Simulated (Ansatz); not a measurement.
One change: `C[Si](N)(N)Cl` becomes `C[Si](N)(N)[SiH3]`.

Ansatz, PBE0-D4/def2-TZVP geometries, multiplicity 1. Each molecule was computed in one conformer, which needn't be the lowest.

```json
{"property": "HOMO energy (PBE0/def2-TZVPP) / eV", "`C[Si](N)(N)Cl`": "-7.51"}
{"property": "HOMO–LUMO gap (PBE/def2-TZVPP) / eV", "`C[Si](N)(N)Cl`": "6.05"}
{"property": "HOMO–LUMO gap (ωB97M-V/def2-TZVPP) / eV", "`C[Si](N)(N)Cl`": "12.05"}
{"property": "HOMO energy (ωB97M-V/def2-TZVPP) / eV", "`C[Si](N)(N)Cl`": "-9.89"}
{"property": "size of the dipole moment (ωB97M-V/def2-TZVPP) / D", "`C[Si](N)(N)Cl`": "2.10"}
{"property": "size of the dipole moment (PBE/def2-TZVPP) / D", "`C[Si](N)(N)Cl`": "2.11"}
```

Task: What does the change do to each property? (Estimate.)

Result: The calculation gave: 
| property | `C[Si](N)(N)[SiH3]` | shift |
| --- | --- | --- |
| HOMO energy (PBE0/def2-TZVPP) / eV | -6.74 | 0.77 |
| HOMO–LUMO gap (PBE/def2-TZVPP) / eV | 5.23 | -0.82 |
| HOMO–LUMO gap (ωB97M-V/def2-TZVPP) / eV | 10.98 | -1.07 |
| HOMO energy (ωB97M-V/def2-TZVPP) / eV | -8.88 | 1.01 |
| size of the dipole moment (ωB97M-V/def2-TZVPP) / D | 1.37 | -0.73 |
| size of the dipole moment (PBE/def2-TZVPP) / D | 1.47 | -0.64 |

With PBE0 the HOMO rises by 0.77 eV and the LUMO falls by 0.24 eV, so the gap narrows by about 1.01 eV. PBE moves the HOMO by 0.55 eV and ωB97M-V by 1.01 eV. Dipoles are sizes alone; their direction can turn.

Positive LUMOs are unbound, so they and the gaps depend on the basis.
